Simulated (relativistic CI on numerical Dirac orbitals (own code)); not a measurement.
# Ni³⁺ in a cubic cluster: L2,3 absorption with charge transfer

Computed with a charge-transfer multiplet model of a cubic metal-ligand cluster with up to 3 ligand holes, Slater and spin-orbit integrals from Dirac-Coulomb-Breit ions, Slater integrals scaled by 0.7. The ground state mixes d7 with configurations of k ligand holes L, whose averages lie at kΔ + k(k − 1)U_dd/2; a core hole lowers each added d electron by U_cd. 300 K, Lorentzian 0.4 eV and Gaussian 0.3 eV FWHM.

Atomic integrals in eV (Slater integrals scaled, ζ unscaled), ground: F2dd 9.255, F4dd 5.778, zeta_d 0.089; with the core hole: F2dd 9.781, F4dd 6.109, zeta_d 0.114, zeta_core 11.406, F2cd 5.866, G1cd 4.475, G3cd 2.546.

Cluster parameters (eV): Δ = -0.6, U_dd = 6.2, U_cd = 6.8, 10Dq(ligand) = 0.5, V(eg) = 1.35, V(t2g) = -0.63, final-state hopping factor = 1.

Weights, n_d and S are thermal averages at 300 K. Photon energies count from the first peak over 30 % of the highest in each spectrum, which can be another peak from case to case. The parameters are a model scan and need not match a compound or its usual spin state. Peaks in eV (height, largest 100): 0.0 (48), 1.3 (100), 3.7 (20), 5.2 (7), 19.1 (19), 19.8 (19).

Task: Which parameters give this spectrum?
A. 10Dq = 1.25 eV
B. 10Dq = 0.95 eV
C. 10Dq = 0.65 eV
D. 10Dq = 0.05 eV
E. 10Dq = 0.35 eV

Result: E. 10Dq = 0.35 eV; the ground state then has 7.52 d electrons and S = 1.49. The choice follows from running the model for each set and comparing peak positions and heights.
